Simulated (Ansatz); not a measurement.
Ge(NCO)Me3 (C₄H₉GeNO). The state is a triplet with charge 0. Geometry PBE0-D4/def2-SVP, that of the neutral singlet; atoms count from 1.

| atom | x (Å) | y (Å) | z (Å) |
| --- | --- | --- | --- |
| Ge1 | 0.0917 | -0.0301 | -0.0247 |
| N2 | -1.5671 | 0.6615 | 0.3546 |
| C3 | -2.6566 | 1.0656 | 0.6272 |
| O4 | -3.7266 | 1.4703 | 0.8913 |
| C5 | 1.1210 | 1.4272 | -0.7949 |
| H6 | 2.1373 | 1.0886 | -1.0465 |
| H7 | 1.1957 | 2.2606 | -0.0815 |
| H8 | 0.6369 | 1.7944 | -1.7113 |
| C9 | -0.1986 | -1.4824 | -1.2836 |
| H10 | 0.7601 | -1.9428 | -1.5660 |
| H11 | -0.6884 | -1.1067 | -2.1935 |
| H12 | -0.8398 | -2.2550 | -0.8354 |
| C13 | 0.8254 | -0.6468 | 1.6663 |
| H14 | 0.1743 | -1.4148 | 2.1081 |
| H15 | 0.9090 | 0.1900 | 2.3747 |
| H16 | 1.8258 | -1.0797 | 1.5154 |

The gap within one spin of the charge 0 triplet nearly closes, so an electron or hole may be smeared out by delocalisation error. At PBE-D4/def2-TZVP a singlet of charge 0 lies 6.56 eV below the triplet at the same geometry.

**Question.** Estimate the Mulliken populations from the PBE/def2-TZVP orbitals of Ansatz.

**Answer.** 
```tsv
atom	charge (e)	spin (α − β)
Ge1	0.17	0.19
N2	0.00	0.52
C3	-0.04	0.51
O4	-0.12	0.41
C5	0.00	-0.23
H6	-0.01	0.18
H7	0.03	0.12
H8	0.03	0.12
C9	-0.39	-0.01
H10	0.12	0.02
H11	0.12	0.03
H12	0.12	0.03
C13	-0.40	0.00
H14	0.12	0.03
H15	0.12	0.03
H16	0.12	0.02
```
Mulliken values depend strongly on the basis.

**Question.** Where does the spin sit?

**Answer.** Summed by element: Ge 0.19, N 0.52, C 0.27, O 0.41, H 0.60, of 2 unpaired in all. Largest on single atoms: N2 0.52, C3 0.51, O4 0.41.

**Question.** And the Mayer bond orders between heavy atoms (over 0.3)?

**Answer.** Ge1–N2 1.03 (1.84 Å); Ge1–C5 0.54 (1.94 Å); Ge1–C9 0.94 (1.94 Å); Ge1–C13 0.94 (1.94 Å); N2–C3 1.57 (1.19 Å); C3–O4 1.89 (1.17 Å).
